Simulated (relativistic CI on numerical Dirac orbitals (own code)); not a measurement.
## Spin-allowed bands of a d2 ion in an octahedral site, by hand

Problem. Take Δ = 15640 cm⁻¹ and B = 920 cm⁻¹ for a d2 ion in an octahedral site. Calculate the three spin-allowed bands.

Working.
1. The terms of highest spin are 3F (energy 0) and 3P (15B = 13800 cm⁻¹). Here the F term splits into A2 at +1.2Δ = 18768, T2 at +0.2Δ = 3128 and T1 at −0.6Δ = -9384 cm⁻¹.
2. The two T1 states mix through the element 0.4Δ: H = [[-9384, 6256], [6256, 13800]], with roots ½(H₁₁ + H₂₂) ∓ ½√[(H₂₂ − H₁₁)² + 4H₁₂²] = ½(4416) ∓ ½(26345) = -10964 and 15380 cm⁻¹.
3. The ground term is 3T1 at -10964 cm⁻¹.
4. Bands: 3T2 14092 cm⁻¹ (710 nm), 3T1(P) 26345 cm⁻¹ (380 nm), 3A2 29732 cm⁻¹ (336 nm).

Check. Exact diagonalisation of the whole d2 shell with these parameters gives 3T2 14092, 3T1 26345, 3A2 29732 cm⁻¹. The match is exact, since without spin-orbit coupling no other term has this spin. The ratio of the second band to the first, 1.869, depends on Δ/B = 17.0 alone, which is how a Tanabe-Sugano diagram is read.
